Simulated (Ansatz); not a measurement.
Total energies of InCl₂F from Ansatz at PBE-D4/def2-TZVPD, gas phase (1 Eh = 27.2114 eV = 2625.5 kJ/mol). The reference geometry is relaxed at r2SCAN-D4/def2-SVP.

| state | geometry | energy (Eh) |
| --- | --- | --- |
| charge 0 singlet | reference | -1210.12186 |
| charge -1 doublet | reference | -1210.18085 |
| free In atom (doublet) | – | -190.11743 |
| free Cl atom (doublet) | – | -459.95933 |
| free F atom (doublet) | – | -99.67049 |

In the def2 sets In takes a core potential; there is no spin–orbit coupling.

Task: Work out the vertical electron affinity, to the doublet.

Result: E(charge 0 singlet) − E(charge -1 doublet) = -1210.12186 − (-1210.18085) = 0.05899 Eh = 1.61 eV.

Task: What is the binding energy per atom against free atoms?

Result: Atoms: 1 × (-190.11743) + 2 × (-459.95933) + 1 × (-99.67049) = -1209.70658 Eh. Binding: -1209.70658 − (-1210.12186) = 0.41528 Eh = 11.30 eV, or 2.83 eV for each of 4 atoms (no zero-point energy, no counterpoise term).

At PBE-D4/def2-TZVPD the highest occupied level of the charge -1 doublet lies above zero (up to 0.83 eV). By energy differences its removal costs 1.61 eV (vertical, to the charge 0 singlet, at PBE-D4/def2-TZVPD); a positive level beside a positive removal energy at the same level points to self-interaction error.
